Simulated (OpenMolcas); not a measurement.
**Pm3+ in SrO: curves along the breathing mode**

Pm3+ with its 6 nearest oxide ions, on the Sr site of SrO (a = 5.1602 Å, distance in the model lattice 2.580 Å). The rest of the host is ab initio model potentials to 7.6 Å, with orthogonalisation functions on the cations behind the ligands, and point charges beyond; the distance is set by hand and nothing relaxes, and no local charge compensation is placed. Ligand basis ANO-RCC-VDZP.

```json
{"Program": "OpenMolcas 26.06", "Method": "CASSCF", "Basis": "ANO-RCC-VDZP [7s6p4d2f1g]", "Scalar Hamiltonian": "DKH2, point nucleus", "Active space": "4 electrons in 7 orbitals (4f)", "State averaging": "2S+1 = 5 even, 35 roots (32 in the spin-orbit step); 2S+1 = 3 even, 117 roots kept (CI in the orbitals of an earlier block, 106 in the spin-orbit step); 2S+1 = 1 even, 75 roots kept (CI in the orbitals of an earlier block, 31 in the spin-orbit step)", "Spin-orbit coupling": "state interaction with AMFI integrals over the reference wave functions"}
```

Spin-free energies (labels of O, the rotations of Oh) in cm-1 above the lowest fitted minimum, as all ligands move together:

```
R (Å)    5A1    5T2    5T1     5E  5T2(2)    5A2  5A2(2)
 2.27   1280   1350   1390   2020    2140   2300   16010
2.324    -30     30     70    630     740    890   14730
2.377   1570   1620   1650   2160    2260   2400   16350
2.431   5780   5820   5860   6320    6410   6540   20580
2.484  12200  12240  12270  12700   12780  12900   27020
2.537  20700  20730  20760  21160   21240  21350   35540
2.591  31370  31400  31430  31790   31870  31970   46220
```

Cubic fits give the following; the wavenumber is harmonic, with the mass of all moving ligands, small differences in it between states hang on the degree of the fit, a number in brackets counts states of one label, and the table is a selection of at most 14 states with clean curves.

```tsv
State	R0 (Å)	Breathing mode (cm-1)	Minimum (cm-1)
5A1	2.320	589	0
5T2	2.320	589	60
5T1	2.320	589	100
5E	2.321	590	660
5T2(2)	2.322	590	770
5A2	2.322	590	920
5A2(2)	2.319	589	14760
5T2(3)	2.320	589	15100
5A1(2)	2.320	589	15180
5T1(2)	2.321	590	15730
3T1	2.320	589	18010
3T2	2.320	589	18050
3A2	2.320	589	18120
5A1(3)	2.319	589	23040
```

For an f ion spin-orbit coupling outweighs the ligand field, so these spin-free curves are not those of observable levels.

High states are left out of the spin-orbit mixing, which shifts the levels that they would mix with. Without dynamic correlation the ligand-field splitting of an f shell can come out too small, at times by half. A group larger than the point group allows holds several states that coincide in this model. No measured value stands beside these numbers.
